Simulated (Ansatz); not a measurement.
`C[O][Nb](=[NH])([NH2])[NH2]`. Total charge 0; spin multiplicity 1. Nb takes the def2 core potential. The geometry is a stationary point of PBE0-D4/def2-TZVP. It is one conformer, not always the lowest.

```xyz
14

C     0.193   -1.345   -2.147
O    -0.036   -0.324   -1.228
Nb   -0.025    0.277    0.568
N     0.510   -0.927    1.722
N    -1.876    0.756    1.110
N     1.250    1.793    0.744
H     0.936   -1.026   -2.886
H    -0.735   -1.591   -2.676
H     0.561   -2.251   -1.653
H     0.832   -1.705    2.277
H    -2.352    0.421    1.932
H    -2.459    1.422    0.622
H     1.211    2.638    0.191
H     1.990    1.861    1.424
```

Q: What is the dipole moment at ωB97M-V/def2-TZVPP? (Best estimate.)

A: Computed: 0.72 D, with components (-0.19, 0.37, -0.59) D in this frame, pointing from negative to positive charge.

Q: And with PBE, r2SCAN, B3LYP? (An estimate is asked.)

A: Computed: PBE 0.74 D, r2SCAN 0.78 D, B3LYP 0.75 D.

Q: Give the Mulliken charges with ωB97M-V, B3LYP, r2SCAN in def2-TZVPP. (Best estimate.)

A: Computed: 
```csv
atom,ωB97M-V,B3LYP,r2SCAN
C1,-0.15,-0.09,0.04
O2,-0.51,-0.53,-0.53
Nb3,1.41,1.48,1.47
N4,-0.63,-0.69,-0.70
N5,-0.53,-0.59,-0.63
N6,-0.53,-0.59,-0.63
H7,0.11,0.10,0.05
H8,0.11,0.10,0.05
H9,0.11,0.10,0.05
H10,0.12,0.15,0.16
H11,0.13,0.16,0.18
H12,0.11,0.13,0.15
H13,0.11,0.13,0.15
H14,0.13,0.16,0.18
```

B3LYP here is the variant with VWN-RPA as its local correlation; programs differ in this.
